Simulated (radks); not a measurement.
Question: All-electron calculation, non-relativistic Kohn-Sham, exchange-only LDA, spin-polarised, spherical densities, point nucleus; open shells are filled with parallel spins first. Program: a radial shooting solver on a logarithmic mesh with Libxc functionals. Response by self-consistent Sternheimer equations with the Hartree and adiabatic exchange-only LDA kernel. Rank Ar7+, Cl6+, S5+, K8+, Mg+, Al2+, P4+, Si3+ (NIST ground configurations) by static dipole polarisability, largest first.

Answer: Mg+ 31.89, Al2+ 12.92, Si3+ 6.744, P4+ 4.029, S5+ 2.621, Cl6+ 1.810, Ar7+ 1.306, K8+ 0.9750 bohr^3.
